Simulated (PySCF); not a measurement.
B3LYP has the VWN-RPA correlation part, as in Gaussian. 

Cartesian coordinates (Å):
```xyz
7

Zn     0.0091    -0.0194     0.0425
N      0.8542     1.5581     0.4231
H      1.4842     1.5175     1.2350
H      0.2144     2.3430     0.6058
N     -0.8901    -1.4823    -0.5892
H     -1.1883    -2.1446     0.1388
H     -0.3579    -2.0390    -1.2714
```
Charge 0, multiplicity 1.

**Question.** What is the computed HOMO, dipole moment, HOMO–LUMO gap, LUMO, charge on the central atom (Mulliken), total energy and charge on the central atom (meta-Löwdin) (B3LYP-D3(BJ)/def2-TZVP // PBE-D3(BJ)/def2-SVP (PySCF))?

**Answer.** 
The HOMO is -6.63 eV and the dipole moment comes out as 1.62 D. The HOMO–LUMO gap is 5.87 eV. The LUMO comes out as -0.76 eV and the charge on the central atom (Mulliken) is 0.45 e. The total energy is -1891.4305 Ha. The charge on the central atom (meta-Löwdin) comes out as 1.12 e.
